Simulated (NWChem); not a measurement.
# CuH; SMILES [CuH]

```xyz
2

Cu     0.0000     0.0000     0.0460
H      0.0000     0.0000    -1.3753
```
Atoms are numbered in this order, from 1.

Level: B3LYP/6-31G* (spherical d) (NWChem), optimised geometry, unscaled harmonic frequencies. 

Task: List the harmonic frequencies with IR intensities, and the thermochemistry.

Result: 
```tsv
frequency (cm⁻¹)	IR intensity (km/mol)
2105	100.4
```

```yaml
zero_point_energy: 3.0 kcal/mol
thermal correction to the enthalpy at 298.15 K (with zero-point energy): 5.1 kcal/mol
heat capacity Cv: 5.0 cal/(mol K)
entropy at 298.15 K and 1 atm (symmetry number 1): 46.7 cal/(mol K)
dipole_moment: 2.37 D
```

Rigid rotor and harmonic oscillator.
